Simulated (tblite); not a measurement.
Parent: `[CH:1]#[C:2][CH2:3][C:4]([CH3:5])([CH3:6])[SiH3:7]` with C2–C3–C4–C5 62°, C6H12Si.

Computed geometry: GFN2-xTB, gas phase. One conformer each, not checked by frequencies here.

| coordinate of the parent | value |
| --- | --- |
| C1≡C2 | 1.197 Å |
| C2–C3 | 1.447 Å |
| C3–C4 | 1.540 Å |
| C4–C5 | 1.528 Å |
| C4–C6 | 1.530 Å |
| C4–Si7 | 1.918 Å |
| C1–C2–C3 | 179.1° |
| C2–C3–C4 | 112.9° |
| C3–C4–C5 | 109.0° |
| C3–C4–C6 | 107.9° |
| C3–C4–Si7 | 110.5° |
| C5–C4–C6 | 108.9° |
| C5–C4–Si7 | 110.4° |
| C6–C4–Si7 | 110.0° |

Task: How does the shared frame change in `[CH:1]#[C:2][CH2:3][C:4]([CH3:5])([SiH3:6])[SiH3:7]` with C2–C3–C4–C5 -60°, C5H12Si2? Atoms pair as C1 = C1, C2 = C2, C3 = C3, C4 = C4, C5 = C5, Si7 = Si6 (parent first).

Result: 
| parent | relative | value in the relative | change |
| --- | --- | --- | --- |
| C1≡C2 | C1≡C2 | 1.197 Å | 0.000 |
| C2–C3 | C2–C3 | 1.447 Å | 0.000 |
| C3–C4 | C3–C4 | 1.541 Å | +0.001 |
| C4–C5 | C4–C5 | 1.531 Å | +0.003 |
| C4–Si7 | C4–Si6 | 1.913 Å | -0.005 |
| C1–C2–C3 | C1–C2–C3 | 178.9° | -0.2 |
| C2–C3–C4 | C2–C3–C4 | 112.8° | -0.1 |
| C3–C4–C5 | C3–C4–C5 | 108.9° | -0.1 |
| C3–C4–Si7 | C3–C4–Si6 | 110.1° | -0.4 |
| C5–C4–Si7 | C5–C4–Si6 | 109.4° | -1.0 |

Of the parent's bonds, C4–Si7 changes most (-0.005 Å). Bonds of the relative outside the shared frame: C4–Si7 1.913 Å. Point group C1 → C1.
